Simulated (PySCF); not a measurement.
**Static response to an electric field**

Compound: C3H13NSi2.
Numbering: `[CH3:1][CH2:2][CH2:3][NH:4][SiH2:5][SiH3:6]` (hydrogens: H7, H8, H9 on C1; H10, H11 on C2; H12, H13 on C3; H14 on N4; H15, H16 on Si5; H17, H18, H19 on Si6)

Geometry (GFN2-xTB, Å), atoms numbered from 1 in this order:
```
atom  x, y, z in Å
C1    -2.8028   -0.7328    0.0696
C2    -1.6874    0.0621   -0.5963
C3    -0.6231    0.4988    0.4119
N4     0.4484    1.2184   -0.2302
Si5    2.1091    1.0998    0.1980
Si6    2.6584   -1.1358    0.2880
H7    -3.5470   -1.0341   -0.6637
H8    -2.4024   -1.6273    0.5415
H9    -3.2955   -0.1340    0.8330
H10   -2.1051    0.9488   -1.0801
H11   -1.2089   -0.5437   -1.3684
H12   -0.1959   -0.3850    0.8929
H13   -1.0974    1.1067    1.1975
H14    0.1177    2.0705   -0.6570
H15    2.7632    1.8704   -0.8663
H16    2.4427    1.7985    1.4613
H17    4.0971   -1.3445    0.0970
H18    1.9900   -1.9632   -0.7231
H19    2.3293   -1.7642    1.5754
```

Level: PBE0/def2-SVPD (PySCF), static field, nuclei fixed, core orbitals frozen in the response. The polarisability tensor in these axes (au):

```
x   115.18   0.45   1.78
y     0.45 104.50  -1.03
z     1.78  -1.03  89.18
```

Problem. What are the eigenvalues, a third of the trace, and Δα (Δα² = ½Σ(αi − αj)² over the three pairs)?

Solution. Principal values 88.99, 104.56 and 115.32 au; mean 102.96 au = 15.26 Å³ = 16.98 × 10⁻⁴⁰ C²·m²/J; Δα = 22.93 au (22 % of the mean).

Problem. What is the dipole moment, and where does it point?

Solution. (-1.18, 0.56, -0.07) D, 1.31 D in size, pointing from the negative to the positive side. Measured along this direction, the outermost atoms are H17 at the negative end and H9 and H7 at the positive end.

Problem. In a dilute gas of rigid molecules at 350 K, how does the orientational term μ²/3kT compare with the electronic polarisability?

Solution. In Gaussian units μ²/3kT = 11.77 Å³ against 15.26 Å³, a ratio of 0.77; the Debye molar polarisation (4π/3)N_A(α + μ²/3kT) is 68.2 cm³/mol, leaving out the vibrational part.

Problem. Sum over states: ᾱ = Σ f/ω², ω in Eh. What share falls to these 8 lowest TDDFT singlets (eV, f)? 5.14, 0.0017; 5.90, 0.0104; 6.27, 0.0124; 6.35, 0.0113; 6.59, 0.0089; 6.69, 0.0194; 7.16, 0.0311; 7.22, 0.0541.

Solution. They add up to 2.40 au, 2.3 % of the 102.96 au; the largest single term is 0.77 au, from the state at 7.22 eV. Terms in order: 0.05, 0.22, 0.23, 0.21, 0.15, 0.32, 0.45, 0.77 au. Higher excitations give the rest. The strengths listed sum to 0.149.

Problem. Find the Langevin capture rate constant for O2+ (31.990 u) meeting this molecule (119.059 u), k = 2.342 × 10⁻⁹ cm³/s × √(α in Å³ / reduced mass in u).

Solution. The reduced mass is 25.21 u, so k = 1.82 × 10⁻⁹ cm³/s. The formula leaves out the permanent dipole, which adds to the capture rate.

Problem. Rayleigh depolarisation ratio (linearly polarised light, static tensor)?

Solution. ρ = 3Δα²/(45ᾱ² + 4Δα²) = 1577.5/(476994 + 2103.4) = 0.00329.

Problem. Molar refractivity from α?

Solution. Lorentz–Lorenz: R = (4π/3)N_A α = 2.5225 cm³/(mol·Å³) × 15.26 Å³ = 38.5 cm³/mol, in the limit of long wavelengths.

The structure is a single GFN2-xTB conformer in the gas phase; no vibrational or solvent corrections.
